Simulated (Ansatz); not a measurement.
`F[SiH](S)[O][GaH2]`. Charge 0, multiplicity 1. The structure was optimised at the PBE0-D4/def2-TZVP level. It is one conformer, not always the lowest.

```xyz
9

F     1.833   -0.058   -1.770
Si    1.044    0.562   -0.540
S    -1.076    0.440   -1.147
O     1.053   -0.324    0.775
Ga   -0.652   -1.102    0.969
H     1.468    1.965   -0.401
H    -1.433    1.473   -0.364
H    -1.503   -0.405    2.075
H    -0.734   -2.551    0.403
```

(1) What is the dipole moment at ωB97M-V/def2-TZVPP? (An estimate is asked.)

(2) And with PBE, r2SCAN, B3LYP? (Estimate.)

(3) Give the Mulliken charges with ωB97M-V, B3LYP, PBE in def2-TZVPP. (Estimate.)

Results:

(1) Ansatz gave: 2.15 D, with components (-1.45, 1.58, 0.13) D in this frame, pointing from negative to positive charge.

(2) Ansatz gave: PBE 2.10 D, r2SCAN 2.15 D, B3LYP 2.20 D.

(3) The calculation gave: 
| atom | ωB97M-V | B3LYP | PBE |
| --- | --- | --- | --- |
| F1 | -0.29 | -0.30 | -0.26 |
| Si2 | 0.65 | 0.72 | 0.61 |
| S3 | -0.23 | -0.24 | -0.22 |
| O4 | -0.47 | -0.46 | -0.38 |
| Ga5 | 0.29 | 0.34 | 0.26 |
| H6 | -0.03 | -0.07 | -0.07 |
| H7 | 0.15 | 0.13 | 0.14 |
| H8 | -0.04 | -0.06 | -0.04 |
| H9 | -0.03 | -0.05 | -0.04 |

B3LYP here is the variant with VWN-RPA as its local correlation; programs differ in this.
